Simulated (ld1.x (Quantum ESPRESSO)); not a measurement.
**Reading a pseudo-wave (P)**

Columns: radius, all-electron u(r) and pseudo u(r) of the 3s shell (level -13.97 eV) of phosphorus in the configuration [Ne] 3s2 3p3; PBE, scalar-relativistic, ultrasoft scheme, ld1.x (Quantum ESPRESSO) 7.5.

```csv
r (bohr),all-electron,pseudo
0.085,0.1565,0.0531
0.170,-0.1009,0.1065
0.255,-0.3025,0.1602
0.340,-0.3743,0.2144
0.425,-0.3400,0.2691
0.510,-0.2385,0.3241
0.595,-0.1026,0.3792
0.680,0.0448,0.4338
0.765,0.1891,0.4875
0.850,0.3215,0.5395
0.935,0.4377,0.5890
1.020,0.5359,0.6351
1.105,0.6163,0.6768
1.190,0.6799,0.7133
1.275,0.7278,0.7438
1.360,0.7613,0.7674
1.445,0.7821,0.7836
1.530,0.7918,0.7919
1.615,0.7922,0.7922
1.700,0.7847,0.7847
1.785,0.7708,0.7708
1.870,0.7518,0.7518
1.955,0.7288,0.7288
2.040,0.7027,0.7027
2.125,0.6746,0.6746
2.210,0.6449,0.6449
```

**Question.** How many radial nodes do the two functions have?

**Answer.** The all-electron 3s function has n − l − 1 = 2; the pseudo-wave has 0, since the states of the same l below it are removed with the core.

**Question.** At about which radius was the pseudo-wave matched?

**Answer.** 1.60 bohr, where the columns begin to agree (steps of 0.09 bohr).

**Question.** Where does each function peak?

**Answer.** Outermost all-electron maximum near 1.61 bohr, pseudo maximum near 1.61 bohr (to the table’s step).

**Question.** Is the pseudo-wave norm-conserving?

**Answer.** No, it belongs to an ultrasoft set: the norm inside the radius is not constrained, and the difference is carried by the augmentation charge.
